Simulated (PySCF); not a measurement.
Basis and Hamiltonian dependence of the excitation energy of Nb⁺

Nb⁺ [Kr] 4d4 (5D) → Nb⁺ [Kr] 4d3 5s1, s spin flipped. Calculated with PySCF 2.14 from differences of total energies of unrestricted determinants, without spin-orbit coupling. Values in eV.

```tsv
basis	Hamiltonian	functions	UHF	LDA	PBE0	MP2 (valence)
def2-TZVPPD with the def2 core potential (28 electrons)	ECP	56	1.130	1.216	n/a	1.067
x2c-TZVPPall	spin-free X2C	79	1.151	1.405	1.487	1.098
x2c-TZVPPall with one added diffuse shell each of s, p, d, f type	spin-free X2C	95	1.150	1.405	1.488	1.095
aug-cc-pwCVTZ-PP with ECP28MDF	ECP	122	1.131	1.241	1.406	1.071
```

Frozen in the all-electron rows: valence: [Kr]; with a core potential, the same shells as far as they lie outside it.

In the upper determinant the s electron has its spin opposite to the other open shell, which mixes two multiplicities.
